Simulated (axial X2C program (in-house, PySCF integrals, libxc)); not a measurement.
**Density and ELF of SrF**

Computed with an in-house relativistic program for diatomic molecules. Spin-free means the one-electron spin-free X2C Hamiltonian. Basis: Sr dyall-cv3z [13s12p8d5f1g], F dyall-av3z [7s6p3d2f] (cores contracted in-house); Gaussian nuclei, density fitting, unrestricted open shells. Masses: Sr 87.906 u, F 18.998 u.

PBE0, without spin–orbit coupling, state M_S = 1/2, Λ = 0 (beyond evenly filled blocks: σα); Sr at z = 0, F at z = 2.069 Å.

The maps cover the half plane through the axis: z from -2.4 to 4.2 Å along the bond, ρ from 0.15 to 2.25 Å away from it (steps of 0.3 Å, the bottom row nearest the axis).

log10 of the density in e/bohr³:

digits 0 to 9 span -5.21 to 1.53 evenly
```
22333333333322222211000
23333333333333332221100
33333444443333333322210
33334444544444444433211
33344455555445555443221
33344566666555666544321
33445667776656777654322
33445678987667787654322
```

Electron localisation function (collinear form, no current term, damped to 0 at low density):

digits 0 to 9 span 0.00 to 1.00 evenly
```
57899988753100000000000
78998865321000000000000
89986421110000111000000
99852112220001222110000
98621146763003554321000
97311478887115777642000
86213782237327888753100
86115855355428618863100
```

Axial spin density in 10⁻³ e/bohr³:

digits 0 to 9 span -2.01 to 2.01 evenly, values beyond are clipped
```
66678888876655555555555
67789999987665555555555
77899999998765555555555
78999999998765555555555
89999998887665555555555
89999654345555444555555
89996599943455534455555
89985896356556903455555
```

The state is one determinant whose occupation by symmetry is held fixed; it was picked as the lowest of a PBE0 search that is not exhaustive.
